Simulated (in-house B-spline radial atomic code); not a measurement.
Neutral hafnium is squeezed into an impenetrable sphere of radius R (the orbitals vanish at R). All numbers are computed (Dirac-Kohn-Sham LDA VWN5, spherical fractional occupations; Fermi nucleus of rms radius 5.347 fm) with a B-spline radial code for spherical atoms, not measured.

Energies in eV above the free atom in [Xe] 4f14 5d2 6s2:

| R (bohr) | highest level (eV) | [Xe] 4f14 5d2 6s2 | [Xe] 4f14 5d1 6s2 6f1 | [Kr] 4d9 4f14 5s2 5p6 5d2 5f1 6s2 |
| --- | --- | --- | --- | --- |
| 9.99 | -2.63 | 0.02443 | 14.13 | 217.3 |
| 6.23 | -1.19 | 1.516 | 30.2 | 223.4 |
| 5.02 | 1.1 | 5.833 | 47.48 | 231.3 |
| 3.91 | 7.25 | 21.82 | 87.82 | 254 |
| 3.38 | 17.2 | 44.2 | 131.4 | 282.3 |
| 2.92 | 34.4 | 88.02 | 204.1 | 334.3 |
| 2.72 | 46.8 | 122.4 | 255.9 | 373.6 |
| 2.2 | 109 | 322.8 | 526.4 | 595 |
| 1.65 | 304 | 1136 | 1495 | 1466 |
| 1.57 | 359 | 1401 | 1796 | 1747 |

(1) Does [Xe] 4f14 5d1 6s2 6f1 fall below [Xe] 4f14 5d2 6s2 under compression?

(2) Does [Kr] 4d9 4f14 5s2 5p6 5d2 5f1 6s2 fall below [Xe] 4f14 5d2 6s2 under compression?

The highest level is first positive in the row R = 5.02 bohr, pushed up by confinement above the zero of the free ion's potential. Each configuration is held fixed and needn't be the lowest in the sphere.

## Answers

(1) No, it stays above over the whole range.

(2) No, it stays above over the whole range.
